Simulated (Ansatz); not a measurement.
One change: `CC1BB1` becomes `B1BC1`.

Ansatz, PBE0-D4/def2-TZVP geometries, multiplicity 1. 

```
                               property  `CC1BB1`
      HOMO energy (PBE/def2-TZVPP) / eV     -5.68
HOMO–LUMO gap (ωB97M-V/def2-TZVPP) / eV     10.06
   HOMO–LUMO gap (PBE0/def2-TZVPP) / eV      6.01
     LUMO energy (PBE0/def2-TZVPP) / eV     -0.78
  LUMO energy (ωB97M-V/def2-TZVPP) / eV      1.09
  HOMO–LUMO gap (B3LYP/def2-TZVPP) / eV      5.59
```

Task: Give the same properties after the change, and the shifts. (An estimate is asked.)

Result: The calculation gave: 
```
                               property  `B1BC1`  shift
      HOMO energy (PBE/def2-TZVPP) / eV    -6.26  -0.58
HOMO–LUMO gap (ωB97M-V/def2-TZVPP) / eV    11.05   0.99
   HOMO–LUMO gap (PBE0/def2-TZVPP) / eV     6.80   0.79
     LUMO energy (PBE0/def2-TZVPP) / eV    -0.70   0.08
  LUMO energy (ωB97M-V/def2-TZVPP) / eV     1.30   0.21
  HOMO–LUMO gap (B3LYP/def2-TZVPP) / eV     6.39   0.80
```

With PBE0 the HOMO falls by 0.71 eV and the LUMO rises by 0.08 eV, so the gap widens by about 0.79 eV. PBE moves the HOMO by -0.58 eV and ωB97M-V by -0.77 eV. The zero-point energy changes by -76.8 kJ/mol with -9 modes.

B3LYP here is the variant with VWN-RPA as its local correlation; programs differ in this.
